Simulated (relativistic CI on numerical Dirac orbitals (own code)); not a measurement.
## Spin-allowed bands of a d7 ion in a tetrahedral site, by hand

Problem. A d7 ion in a tetrahedral site has a 4A2 ground term and spin-allowed bands at ν1 = 3200 and ν2 = 5633 cm⁻¹ (from a computed ligand-field model). Find Δ and the Racah parameter B, and predict the third band.

Working.
1. The F term splits into A2 (−1.2Δ), T2 (−0.2Δ) and T1 (+0.6Δ), so ν1 = E(T2) − E(A2) = Δ = 3200 cm⁻¹.
2. T1(F) mixes with T1(P), which lies at 15B, through an element 0.4Δ. The two roots, counted from A2, are ν2,3 = ½(15B + 3Δ) ∓ ½√[(15B − Δ)² + 12BΔ].
3. Solving the lower root for B gives B = (2ν1² + ν2² − 3ν1ν2)/(15ν2 − 27ν1) = -1866111/-1905 = 980 cm⁻¹.
4. The sum of the roots is 15B + 3Δ, so ν3 = 15B + 3ν1 − ν2 = 18661 cm⁻¹ (536 nm).

Check. The bands were computed by exact diagonalisation of the d7 shell with B = 980 and Δ = 3200 cm⁻¹, which gives ν3 = 18667 cm⁻¹. C does not enter the terms of highest spin.
